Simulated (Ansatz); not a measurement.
Gas-phase electronic energies from Ansatz, PBE0-D4/def2-TZVP geometries. CCSD(T)/CBS adds triple-zeta CCSD(T) − MP2 to the extrapolated MP2 energy (def2 sets, frozen cores). This one scheme is used for every species. DFT in def2-TZVPP. B3LYP here is the variant with VWN-RPA as its local correlation; programs differ in this. Each species was taken in one conformer, which may not be the lowest.

`CC[SiH](O)F` + `CN[SiH2]O` → `CN([SiH2]O)[SiH](O)F` + ethane  (ligand exchange at the Si–C bond)

`CC[SiH](O)F`:

Cartesian coordinates in Å:
```
C 1.537 0.077 0.263
C 0.392 -0.102 -0.733
Si -1.268 0.362 -0.043
O -1.694 -0.526 1.262
F -2.346 0.159 -1.210
H 2.499 -0.189 -0.180
H 1.397 -0.546 1.150
H 1.610 1.113 0.605
H 0.345 -1.140 -1.085
H 0.563 0.505 -1.629
H -1.345 1.769 0.407
H -1.691 -1.482 1.194
```

`CN[SiH2]O`:

Cartesian coordinates in Å:
```
C -0.889 -0.658 -1.119
N -0.093 -0.806 0.079
Si 0.419 0.467 1.091
O 1.778 1.300 0.659
H -0.292 -0.645 -2.039
H -1.442 0.284 -1.072
H -1.629 -1.460 -1.208
H 0.381 -1.692 0.144
H 0.778 -0.118 2.401
H -0.725 1.418 1.141
H 1.713 1.911 -0.077
```

`CN([SiH2]O)[SiH](O)F`:

Cartesian coordinates in Å:
```
C -0.956 0.854 1.377
N -0.233 0.140 0.317
Si -1.217 -1.007 -0.544
O -0.329 -1.815 -1.652
Si 1.415 0.458 0.095
O 1.779 0.052 -1.456
F 1.675 2.014 0.334
H -1.063 0.245 2.281
H -0.447 1.782 1.644
H -1.960 1.130 1.036
H -2.345 -0.245 -1.147
H -1.782 -2.009 0.395
H 0.402 -1.311 -2.029
H 2.355 -0.217 1.016
H 2.706 -0.072 -1.667
```

`CC`:

Z-matrix (Å, degrees):
```
C
C 1 1.519
H 1 1.093 2 111.4
H 1 1.093 2 111.4 3 120.0
H 1 1.093 2 111.4 3 -120.0
H 2 1.093 1 111.4 3 180.0
H 2 1.093 1 111.4 3 -60.0
H 2 1.093 1 111.4 3 60.0
```

**Question.** Is it downhill or uphill in electronic energy at CCSD(T)/CBS, and by how much? (An estimate is asked.)

**Answer.** Ansatz gave: Downhill: ΔE = -19.6 kcal/mol.

**Question.** What do these levels give: PBE0, B3LYP, CCSD/def2-TZVPP, HF/def2-QZVPP, SCS-MP2/def2-QZVPP, CCSD/CBS(def2)? (Best estimate.)

**Answer.** Ansatz gave: PBE0 -17.2, B3LYP -17.5, CCSD/def2-TZVPP -19.8, HF/def2-QZVPP -19.6, SCS-MP2/def2-QZVPP -19.9, CCSD/CBS(def2) -19.4 kcal/mol.

Largest T1 diagnostic among the species: 0.011.

From PBE to PBE0 (25 % exact exchange), in def2-TZVPP and without D4, ΔE moves by −1.2 kcal/mol. The D4 term adds −2.3 kcal/mol with B3LYP and −1.2 kcal/mol with PBE0; it sums over pairs of atoms, weighted by their polarisabilities, and B3LYP, whose exchange is more repulsive, gets the larger term.
